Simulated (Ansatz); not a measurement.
```yaml
crystal:
  periodic: [false, false, false]
  atoms:
    - {symbol: La, position_ang: [1.624250, 1.098691, -0.470929]}
    - {symbol: La, position_ang: [-0.130476, -1.408637, 1.436262]}
    - {symbol: La, position_ang: [-1.493764, 0.309956, -0.965334]}
basis:
  gaussian: {orbitals: def2-TZVP, initial_orbitals: start.molden}
total_charge: 1
hamiltonian: {xc: pbe}
correlation: {method: rpa}
scf: {omitted_lower_state_checks: [starts]}
```

The file start.molden holds the orbitals of an earlier run on this structure, at another level or in another basis.

```sh
$ ansatz run in.yaml --threads 2 --pin off --events-out ev --progress --plain --max-ram 4352MiB
```

It prints (some lines left out):

```
Functional definition: PBE
1062 factors; integrals over basis functions are off by at most 4.1e-4 eV
mean field evaluation 1: about -2570.6526 eV, gradient 4.9e0 eV
mean field evaluation 2: about -2570.7347 eV, gradient 2.4e-1 eV
mean field evaluation 4: about -2570.7057 eV, gradient 3.6e-2 eV
mean field evaluation 8: about -2570.7057 eV, gradient 1.5e-6 eV
mean field -2570.70571574 eV, -94.4716925666 hartree, gradient 2.6e-6 eV, S^2 0.000000; 0 other end points of the search recorded, 0 dependent functions left out; unrestricted orbitals would lower it
mean field evaluation 16: about -2533.4280 eV, gradient 1.9e0 eV
mean field evaluation 32: about -2534.6955 eV, gradient 1.1e-1 eV
reference -2532.05923467 eV, -93.0514605825 hartree; 16, 16 occupied and 104, 104 virtual orbitals, 1062 factors
Error: the energy between an occupied orbital and the lowest state that it is excited into in its spin channel is -0.0156 eV and must be positive: a state without a gap has no random-phase energy
```

(1) Can the result of this run be used?

## Answers

(1) No. The run stopped with an error. The reference has no gap: an occupied orbital lies above an empty one, and the correlation energy can't be formed.
